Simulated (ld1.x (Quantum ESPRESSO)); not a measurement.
Before and after: RRKJ potential for F (Z = 9)

fluorine (F), norm-conserving RRKJ (Kleinman–Bylander form), made with ld1.x (Quantum ESPRESSO) 7.5 (LDA (PZ), scalar-relativistic). Core [He], reference 2s2 2p5. Waves: 2s (bound): rc 0.75 bohr; 2p (bound): rc 0.85 bohr; 3d channel at 0.15 Ry: rc 0.75 bohr. Local part: the d channel. Core correction: Bessel-smoothed model core inside 0.40 bohr. rho0 = 0.005.

Change: local potential the s channel.

Cutoffs: the cutoffs (Ry, on a coarse ladder) from which the occupation-weighted sum of valence levels, in a spherical-Bessel basis at the reference potential, stays within 10 and 1 mRy of its value at 400 Ry; they do not see the model core or the augmentation charge, which bear on the density cutoff. Errors are all-electron minus pseudo energies relative to the spin-unpolarised reference configuration.

Predict the effect on cutoff, ghosts and configuration errors.

The potential gets neither clearly harder nor softer (180 Ry and 230 Ry → 160 Ry and 260 Ry); the p channel sets the loose cutoff, while the largest relative change is in s, which becomes softer; of the 9 tests that both files solve, the error grows in 5 and shrinks in 0 by more than 15 % and 0.3 meV (median size 5.3 → 9.5 meV); neither file shows a bound ghost.

| quantity | base | changed |
| --- | --- | --- |
| cutoff, loose | 180 Ry | 160 Ry |
| cutoff, tight | 230 Ry | 260 Ry |
| loose cutoff by channel (10 mRy a level) | s 160 Ry, p 120 Ry | p 120 Ry, s 90 Ry |
| bound ghosts | none | none |
| error for 2s2 2p4, meV [ΔE 19.56 eV] | -1.1 | -0.9 |
| error for 2s2 2p3, meV [ΔE 58.07 eV] | +5.4 | +9.5 |
| error for 2s2 2p2, meV [ΔE 118.80 eV] | +49 | +71 |
| error for 2s1 2p6, meV [ΔE 18.39 eV] | +5.2 | +12 |
| error for 2s2 2p1, meV [ΔE 204.67 eV] | +198 | +271 |
| error for 2s2 2p5.3, meV [ΔE -2.73 eV] | +0.3 | +0.3 |
| error for 2s2 2p4.5, meV [ΔE 7.63 eV] | -0.7 | -0.7 |
| error for 2s2 2p5 (spin-polarised), meV [ΔE -0.38 eV] | +5.3 | +6.0 |
| error for 2s2 2p4 (spin-polarised), meV [ΔE 17.72 eV] | +25 | +29 |
| s: phases at 0.95 bohr within 0.05 rad from the reference energy up to (Ry; the scan ends near 5) | to the end of the scan | to the end of the scan |
| p: phases at 0.95 bohr within 0.05 rad from the reference energy up to (Ry; the scan ends near 5) | to the end of the scan | to the end of the scan |
| d: phases at 0.95 bohr within 0.05 rad from the reference energy up to (Ry; the scan ends near 5) | to the end of the scan | to the end of the scan |
